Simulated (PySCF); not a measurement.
Structure with atom numbers: `[CH3:1][SiH2:2][O:3][SiH3:4]`; H(Xn) means a hydrogen on atom n.

Geometry: PBE0-D3(BJ)/def2-SVP; GIAO absolute shieldings from PySCF, gas phase, non-relativistic, averaged over equivalent atoms.

At PBE0/def2-SVP (104 basis functions, 6.8 s wall time on 1 thread of an Arm Neoverse V1, shared host):
```tsv
atoms	σ (ppm)
C1	194.5
Si2	433.5
Si4	456.2
O3	326.2
H(Si2)	26.24
H(Si4)	26.29
H(C1)	31.13
```

Estimate the result of repeating the calculation with PBE0/aug-cc-pVDZ.

Answers


```csv
atoms,σ at PBE0/aug-cc-pVDZ,change
C1,195.4,+0.9
Si2,427.3,-6.2
Si4,451.3,-4.9
O3,328.4,+2.2
H(Si2),26.11,-0.13
H(Si4),26.13,-0.16
H(C1),31.00,-0.13
```

The largest change is at Si2 (silicon bonded to C, O, 2 H). Cost: 172 basis functions, 15 s wall time on 1 thread of an Arm Neoverse V1, shared host.
